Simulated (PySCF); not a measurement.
**Two-dimensional NMR puzzle**

Compound of formula C6H11N3. Correlations simulated from computed shifts and the bond graph:

HSQC (one-bond C–H):
```
  δH     δC
7.38  134.4
3.92   40.9
2.95   28.8
1.20   25.7
```

COSY cross peaks (H two or three bonds apart, from the bond graph; peaks can be absent where the dihedral angle is near 90°):
```
  δH    δH
2.95  1.20
```

HMBC (two and three bonds, from the bond graph):
```
  δH                  δC
7.38         158.9, 28.8
2.95  158.9, 134.4, 25.7
1.20   158.9, 28.8, 25.7
```

Carbons without hydrogens: δ 158.9.

PySCF 2.14.0 with density-fitted response routines calculation with PBE0-D3(BJ)/def2-SVP structure and GIAO PBE0/pcSseg-1 shieldings; one conformer, in vacuum, non-relativistic, fast rotation and ring inversion assumed for equivalent nuclei.

Scale: TMS for $^{1}$H (31.27 ppm), $^{13}$C (184.41 ppm) (reference shieldings calculated alike).

Exchangeable hydrogens are left out of these lists.

Which molecule is this?

Answers

SMILES CC(C)c1cnn(C)n1.

Atoms are numbered as in `[CH3:1][CH:2]([CH3:3])[c:4]1[cH:5][n:6][n:7]([CH3:8])[n:9]1` (H(Xn): hydrogen on atom n).

- δC 158.9 is C4, a substituted aromatic carbon next to a ring nitrogen.
- δC 134.4 is C5, an aromatic CH next to a ring nitrogen (δH 7.38).
- δC 40.9 is C8, a methyl carbon bonded to N (δH 3.92).
- δC 28.8 is C2, an sp3 CH on an aromatic ring (δH 2.95).
- δC 25.7 is C1/C3, a methyl carbon (δH 1.20).
- HMBC from δH 7.38 reaches the proton-free carbon C4.
- HMBC from δH 2.95 reaches the proton-free carbon C4.
- HMBC from δH 1.20 reaches the proton-free carbon C4.
- COSY links 2.95–1.20.

This is the structure that produced the data.

Shifts are as computed. Against solution values, carbons near 30 ppm lie about +2 ppm off and those near 130 ppm about +5 ppm. Of 1313 compounds with measured shifts, 239 miss one by over three times the rms of a fit or turn the order of signals round; such compounds aren't used in these exercises.
